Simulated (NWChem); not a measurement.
Species: SiHSCl$_{2}$F; SMILES Cl[Si](Cl)(F)S

```xyz
6

F     -0.0247     0.1551     1.8606
Si    -0.0076     0.0142     0.2642
S      0.7942    -1.8554    -0.3418
Cl    -1.9347     0.0977    -0.4129
Cl     1.0701     1.6174    -0.4290
H      2.0274    -1.6251     0.1635
```
Atoms are numbered in this order, from 1.

Geometry: optimised at B3LYP/6-31G* (spherical d).

### Question
Give the principal values of the shielding tensors (ppm) of F1, Si2, S3, Cl4, Cl5 from Hartree-Fock/6-31G* (spherical d), GIAO (NWChem), with their diamagnetic and paramagnetic parts as GIAO splits them.

### Answer
```tsv
atom	σ11	σ22	σ33	isotropic	diamagnetic	paramagnetic
F1	283.2	298.1	377.3	319.5	472.9	-153.3
Si2	399.6	428.0	461.1	429.6	876.6	-447.0
S3	584.5	677.9	849.3	703.9	1056.2	-352.3
Cl4	834.9	869.0	1059.6	921.2	1148.1	-227.0
Cl5	810.9	838.7	1050.5	900.0	1147.9	-247.9
```
